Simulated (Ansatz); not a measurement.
Relaxation of BGaH$_{4}$ (6 atoms, charge 0, multiplicity 1), to a largest force component of 0.02 eV/Å in at most 50 steps.

Computed with Ansatz 0.2.0, RKS BHLYP/def2-SVP.

```xyz
6
Properties=species:S:1:pos:R:3:forces:R:3
B 0.178 -0.950 0.301 -1.80 0.83 -1.91
Ga 0.208 1.051 0.063 117.60 -941.28 -815.25
H -0.971 -1.347 0.514 1.12 -0.54 0.58
H 0.862 -1.370 -0.572 0.57 -1.30 0.40
H -0.418 1.232 -0.657 -25.30 6.58 -30.20
H 0.181 1.318 0.304 -92.19 935.70 846.39
```

Task: Where does it end, and by what steps?

Result: It converged. After 12 steps the energy has fallen by 186.319 eV; H6 moved furthest, 1.04 Å. The start is strongly strained (largest force component 941 eV/Å).

```csv
step,energy less start (eV),largest force component (eV/Å),accepted
0,0.0000,941.280,yes
1,-154.5458,87.503,yes
2,-161.4043,73.737,yes
3,-173.4159,42.365,yes
4,-180.5900,20.029,yes
5,-182.2789,12.222,yes
6,-183.9170,5.048,yes
7,-185.4904,3.464,yes
8,-186.1129,1.077,yes
9,-186.2931,0.323,yes
10,-186.3184,0.083,yes
11,-186.3165,0.130,no
12,-186.3190,0.003,yes
```

```xyz
6
Properties=species:S:1:pos:R:3
B 0.052 -1.115 0.028
Ga -0.034 0.963 -0.040
H -0.701 -1.763 0.702
H 0.859 -1.741 -0.604
H -0.928 1.729 -1.082
H 0.793 1.863 0.949
```

Whether the end is a true minimum wasn't checked by a vibrational analysis.

Run time: 23 s on 1 thread of Arm Neoverse V2, on a shared host, peak memory 0.12 GiB.
